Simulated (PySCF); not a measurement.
**Computed properties of Sn(F)(Cl)(OH)2 (ClFH2O2Sn), SMILES [OH][Sn]([Cl])([OH])[F]**

Sn(F)(Cl)(OH)2 (ClFH2O2Sn), SMILES [F][Sn]([OH])([Cl])[OH]. The structure is a stationary point at PBE0-D3(BJ)/def2-SVP. The structure was generated by enumeration; whether it is a known compound was not checked. The def2 effective core potentials stand for the cores of Sn; spin–orbit coupling is left out. Other conformers were not sampled. All values are computed for the isolated molecule unless a solvent is named; none is compared with measurement here.

**Structure.** All 15 harmonic modes at PBE0-D3(BJ)/def2-SVP (PySCF) are real, so it is a minimum. With heavy atoms numbered as in [OH:1][Sn:2]([OH:3])([F:4])[Cl:5], the shortest bond between them is Sn2–F4 at 1.926 Å and the longest Sn2–Cl5 at 2.311 Å.

**Vibrations.** The strongest infrared lines (harmonic, unscaled, degenerate partners summed) lie at 212 cm⁻¹ (134 km/mol, O 41 %, H 37 %, F 18 %), 3869 cm⁻¹ (122 km/mol, H 94 %), 3876 cm⁻¹ (104 km/mol, H 94 %). The softest mode is at 80 cm⁻¹ and the zero-point energy is 18.4 kcal/mol.

**Electronic structure.** ωB97X/def2-TZVP (PySCF) places the frontier levels at -12.21 and -0.59 eV, a gap of 11.62 eV, and gives a dipole moment of 1.93 D and a mean polarisability of 52.1 bohr³. PBE/def2-TZVP (PySCF) at the same geometry gives -7.98 and -3.64 eV, so its gap is 7.28 eV narrower. An orbital gap is neither the optical nor the fundamental gap.

**Excitations.** TDA-M06-2X/def2-SVPD (PySCF) has S1 at 6.16 eV (201 nm, f = 0.018, weak); the most intense of the 10 singlets computed lies at 7.68 eV (f = 0.17). T1 (TDA) is at 5.68 eV, 0.48 eV under S1. TDA-PBE/def2-SVPD (PySCF) puts S1 at 4.48 eV. No vertical singlet excitation falls in the visible range (under 3.1 eV).
